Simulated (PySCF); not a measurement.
## Electronic structure of Sn⁺ (tin, charge +1) at the UHF level

Configuration: [Kr] 4d10 5s2 5p1, 2P determinant. All numbers are calculated (PySCF 2.14, a scalar-relativistic core potential, in cc-pVDZ-PP with ECP28MDF (4s3p2d, 23 functions)).

| Quantity | Value |
| --- | --- |
| Total energy | -213.082772 hartree |
| One-electron energy | -369.7446 hartree |
| Hartree (Coulomb) energy | 173.5918 hartree |
| Exchange energy | -16.9299 hartree |
| ⟨S²⟩ | 0.7595 |
| ⟨L²⟩ | 2.028 |
| Sum of ⟨r⟩ | 25.71 bohr |
| Sum of ⟨r²⟩ | 43.80 bohr² |
| Traceless quadrupole moment −½Σ⟨3z² − r²⟩ along its main axis | -4.12 e·bohr² |
| Time after the integrals | 0.06 s of wall time on 1 thread of Neoverse-V1 (shared host) |

```csv
shell,electrons,mean orbital energy (hartree),spread (hartree),"rms radius, mean of both spins (bohr)"
4s α,1,-6.15599,0,0.879
4s β,1,-6.15134,0,0.879
4p α,3,-4.34118,0.00502,0.953
4p β,3,-4.33652,0.01913,0.953
4d α,5,-1.60517,0.01342,1.17
4d β,5,-1.60061,0.02193,1.17
5s α,1,-0.80536,0,2.54
5s β,1,-0.73206,0,2.54
5p α,1,-0.51420,0,3.18
```

Energies and moments cover only the electrons outside the core potential.
